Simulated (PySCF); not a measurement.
Species: C6H14P2.
SMILES with atom numbers: `[CH2:1]=[CH:2][P:3]([CH2:4][CH3:5])[P:6]([CH3:7])[CH3:8]` (hydrogens: H9, H10 on C1; H11 on C2; H12, H13 on C4; H14, H15, H16 on C5; H17, H18, H19 on C7; H20, H21, H22 on C8)

Torsions of this conformer, `[CH2:1]=[CH:2][P:3]([CH2:4][CH3:5])[P:6]([CH3:7])[CH3:8]`: C1–C2–P3–C4 -146°, C2–P3–C4–C5 74°, C2–P3–P6–C7 -178°.

The closed-shell ground state was solved at several levels (PySCF, density fitting, gas phase, non-relativistic). Geometry: PBE0-D3(BJ)/def2-SVP, one conformer, isolated molecule.

```csv
level,basis functions,total energy (Eh),HOMO (eV),LUMO (eV),gap (eV),dipole (D)
wB97X-D/pcSseg-1,220,-919.6161,-7.80,1.27,9.07,0.06
B3LYP/def2-SVPD,280,-919.4332,-5.80,-0.72,5.08,0.08
```

(1) What might PBE0/pcSseg-1 (220 basis functions) give for the same quantities?

(2) Over all these levels, which gives the widest orbital gap and which the narrowest?

(3) How far do the dipole and the HOMO energy spread over the levels?

Answers

(1) Total energy -919.1475 Eh, HOMO -6.02 eV, LUMO -0.50 eV, gap 5.52 eV, dipole 0.07 D.

(2) wB97X-D/pcSseg-1 (range-separated hybrid) has the widest, 9.07 eV, and B3LYP/def2-SVPD (global hybrid, 20 % exact exchange) the narrowest, 5.08 eV. Functional and basis both differ between the two, so the spread mixes both effects.

(3) The dipole runs from 0.06 to 0.08 D (mean 0.07 D) and the HOMO from -7.80 to -5.80 eV.

The pairwise dispersion term of wB97X-D wasn't added to the energies; at a given geometry it leaves orbitals and properties as they are.
